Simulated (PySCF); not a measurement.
Input for PySCF: R-BP86/LANL2DZ on ZrTe, 2S+1 = 1, a point of a bond scan (R = 2.636 Å).

```python
from pyscf import gto, scf, dft, mp
from pyscf.data.elements import chemcore

mol = gto.M(
    atom='''
    Zr    0.00000000    0.00000000    0.00000000
    Te    0.00000000    0.00000000    2.63585000
    ''',
    basis='lanl2dz',
    ecp={'Te': 'lanl2dz', 'Zr': 'lanl2dz'},
    charge=0, spin=0, verbose=3, max_memory=1800)
mf = dft.RKS(mol, xc='b88,p86')
mf.conv_tol = 1e-8
mf.max_cycle = 100
mf.kernel()
if not mf.converged:
    mf = mf.newton().run(mf.mo_coeff, mf.mo_occ)
```

It printed:

```
converged SCF energy = -54.6463586753633
```

The run converged.

Cost: roughly 0.7 core-seconds.
